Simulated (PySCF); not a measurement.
C2H6ClGa (SMILES [CH3][Ga]([CH3])[Cl]), singlet, at a GFN2-xTB geometry (such geometries of metal compounds can be far from the true shape). Base run: PySCF with BLYP/6-31G.

Here is a job for PySCF.
```python
from pyscf import gto, scf, dft

mol = gto.Mole()
mol.atom = '''
    Ga   -0.238826    0.100834   -0.140928
    C    -1.801463   -1.215728   -0.233938
    H    -1.489747   -2.112350   -0.776704
    H    -2.677611   -0.793048   -0.726654
    H    -2.077411   -1.521984    0.778831
    C    -0.065049    2.001846   -0.875734
    H     0.732351    2.031670   -1.623405
    H     0.216980    2.678727   -0.064580
    H    -0.987966    2.361123   -1.332046
    Cl    1.463887   -0.616864    0.868903
'''
mol.basis = '6-31g'
mol.charge = 0
mol.spin = 0
mol.verbose = 4
mol.build()

mf = dft.RKS(mol)
mf.xc = 'blyp'
mf.kernel()
mf.analyze()
```

Variants of this job, named by their change:

| change | ΔE vs base (mEh) | SCF cycles | outcome |
|---|---|---|---|
| base | 0.000 | 9 | converged |
| diis_space = 12 | 0.000 | 9 | converged |
| conv_tol_grad = 1e-7 | 0.000 | 12 | converged |
| diis_space = 20 | 0.000 | 9 | converged |
| init_guess = vsap | 0.000 | 14 | converged |
| diis = off (with mf.max_cycle = 100) | - | 100 | not converged |
| solver = newton | 0.000 | - | converged |
| conv_tol_grad = 1e-3 | 0.000 | 9 | converged |
| level_shift = 0.5 (with mf.max_cycle = 100) | 0.000 | 19 | converged |
| level_shift = 0.1 (with mf.max_cycle = 100) | 0.000 | 10 | converged |
| damp = 0.5; diis_start_cycle = 5 | 0.000 | 10 | converged |
| DIIS = ADIIS | 0.000 | 16 | converged |
| solver = newton; init_guess = 1e | 0.000 | - | converged |
